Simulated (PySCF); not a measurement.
C2H5BeI, SMILES C[CH2][Be][I].

Geometry: PBE-D3(BJ)/def2-SVP. The def2 effective core potentials stand for the cores of I; spin–orbit coupling is left out. One conformer was computed; it need not be the lowest.

Method: PBE0/def2-TZVPD run with PySCF.

The molecule is in vacuum.

Task: Estimate the frontier levels, gap, dipole moment and polarisability. (An estimate is asked for; the answer gives what the named calculation found.)

Result: 
```json
{
 "highest_occupied_level": "-7.91 eV",
 "lowest_empty_level": "-0.56 eV",
 "orbital_gap": "7.35 eV",
 "dipole_moment": "1.01 D",
 "quadrupole, principal values (traceless, Buckingham form, about the centre of nuclear charge)": "-1.10, 0.53, 0.57 D·Å",
 "mean_static_polarisability": "77.2 bohr³ (11.43 Å³)",
 "polarisability_principal_values": "65.6, 69.1, 96.8 bohr³"
}
```
